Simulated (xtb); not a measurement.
Harmonic IR lines of one isomer of C3H4O, unscaled. Level of theory: xtb with GFN2-xTB.

```
wavenumber (cm⁻¹)  relative intensity
-----------------  ------------------
410                               3.8
2290                              100
2997                              3.0
```

Question: Which structure gives these lines?
A. `CC1=CO1`
B. `C#CCO`
C. `CC=C=O`
D. `OC1=CC1`

Answer: C, `CC=C=O`
